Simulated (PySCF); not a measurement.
`C=C=CB(F)F`, C3H3BF2

Geometry:
```csv
atom,x (Å),y (Å),z (Å)
C1,-1.665,0.446,-0.823
C2,-0.560,-0.110,-0.438
C3,0.559,-0.654,-0.033
B4,1.428,-0.001,1.056
F5,2.547,-0.579,1.462
F6,1.106,1.145,1.629
H7,-2.604,0.215,-0.333
H8,-1.677,1.155,-1.643
H9,0.874,-1.593,-0.483
```

Level of theory: quadratic response CAM-B3LYP/def2-TZVPD first hyperpolarisability, Taylor convention, gas phase (PySCF 2.14.0). Geometry: PBE0-D3(BJ)/def2-TZVP.

(1) Give the tensor of the static β(0;0,0) in the axes of these coordinates.

Answers

(1) In au, Taylor convention; rows are the first index (the induced dipole):
```csv
,xx,yy,zz,xy,xz,yz
x,+21.6,+14.0,-11.9,-22.0,-5.0,-11.3
y,-22.0,+14.1,+2.0,+14.0,-11.3,+14.1
z,-5.0,+14.1,+3.8,-11.3,-11.9,+2.0
```
Norm of βᵢ = ⅓ Σⱼ (βᵢⱼⱼ + βⱼᵢⱼ + βⱼⱼᵢ): 27.6 au, hyper-Rayleigh value 22.3 au.
